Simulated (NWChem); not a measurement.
Molecule: VNH$_{2}$OF$_{2}$; SMILES [NH2][V](=[O])([F])[F]

```xyz
7

V      0.0657     0.0320     0.0000
O      1.5565    -0.3421     0.0000
F     -0.3474     0.9339    -1.4054
F     -0.3474     0.9339     1.4054
N     -0.7916    -1.5382     0.0000
H     -0.3572    -2.4565     0.0000
H     -1.8095    -1.5860     0.0000
```
Atoms are numbered in this order, from 1.

Results from NWChem. Geometry: optimised at PBE0/def2-SVP.

**Question.** Estimate the computed values for B3LYP/pcseg-1. Quantities: highest occupied level (eV); orbital gap (eV); dipole (D).

**Answer.** 
```json
{
  "highest occupied level (eV)": "-8.91",
  "orbital gap (eV)": "5.50",
  "dipole (D)": "3.60"
}
```
